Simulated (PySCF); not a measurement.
Compound: CH₈GeN₂OSi.
Structure used (PBE0-D3(BJ)/def2-SVP), in Å, numbered top down from 1:
```xyz
14
CH8GeN2OSi angstrom
O      1.8853    0.6803    1.5715
C      2.3446    0.6317    0.4465
N      1.8330   -0.1618   -0.5201
Ge     0.3270   -1.1757   -0.0361
N     -0.9868   -0.0757    0.5734
Si    -2.3824    0.5206   -0.2677
H      3.2250    1.2449    0.1382
H      2.2368   -0.1183   -1.4488
H      0.7733   -2.1709    1.0385
H     -0.1427   -1.8395   -1.3381
H     -0.6971    0.4103    1.4205
H     -2.1880    1.8622   -0.9101
H     -3.5456    0.6438    0.6640
H     -2.7031   -0.4614   -1.3475
```

Theory: TDDFT CAM-B3LYP/def2-SVPD, vertical, gas phase, core orbitals frozen in the response in PySCF. The CAM-B3LYP/def2-SVPD calculation is non-relativistic and has no spin–orbit coupling, an omission that weighs most on germanium.

Ground-to-excited transition dipoles (e·a0, same axes as the geometry; the sign carries no meaning), for the states with f of 0.002 or more among the lowest 8:

```csv
state,E (eV),μx,μy,μz
S2,6.372,0.084,0.222,-0.076
S3,6.979,0.281,0.449,0.214
S4,7.051,0.377,0.050,0.433
S5,7.225,0.181,-0.098,-0.116
S6,7.339,0.300,0.236,-0.034
S7,7.476,0.177,0.199,0.173
S8,7.618,0.011,0.008,0.427
```

(1) Work out the oscillator strengths.

(2) What angle do the transition dipoles of S3 and S7 make?

Results:

(1) f = (2/3) ΔE |μ|² with ΔE in hartree (27.2114 eV).

```
state  |μ|² (au)  |μ| (D)      f
   S2      0.062     0.63  0.010
   S3      0.326     1.45  0.056
   S4      0.332     1.46  0.057
   S5      0.056     0.60  0.010
   S6      0.147     0.97  0.026
   S7      0.101     0.81  0.018
   S8      0.183     1.09  0.034
```

(2) |cos θ| = |μa·μb| / (|μa| |μb|) = 0.97, so θ ≈ 14° (taken between 0 and 90°, since the signs are arbitrary).

The vertical ionisation energy (ΔSCF) is 9.41 eV, 1.79 eV above S8.

One conformer stands for the species.
